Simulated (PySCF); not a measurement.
# Excitation energy of Fe²⁺ by level of theory

Fe²⁺ [Ar] 3d6 (5D) → Fe²⁺ [Ar] 3d5 4p1 (7P), as a difference of total energies. All numbers are calculated (PySCF 2.14, the spin-free X2C one-electron Hamiltonian (Gaussian nucleus), in x2c-QZVPPall (11s7p5d4f2g, 103 functions)). Correlated levels: valence: [Ar] frozen; valence and next inner shell: [Ne] frozen. The calculations carry no spin-orbit coupling.

```
                                method  excitation energy (cm⁻¹)
                                   UHF                     68534
                                   LDA                     83410
                                   PBE                     82810
                                  PBE0                     81281
                                r2SCAN                     79353
                             BHandHLYP                     81103
                                  TPSS                     84166
                                 wB97X                     85741
                                 B97-3                     83684
                         MP2 (valence)                     79238
                     SCS-MP2 (valence)                     82572
    MP2 (valence and next inner shell)                     81278
SCS-MP2 (valence and next inner shell)                     82598
```

A first-order spin-orbit estimate (lowest level to lowest level, LS coupling) adds 0.009 eV.

The basis was made for the ground configuration and has no added diffuse functions, so the excitation energy can come out too high.
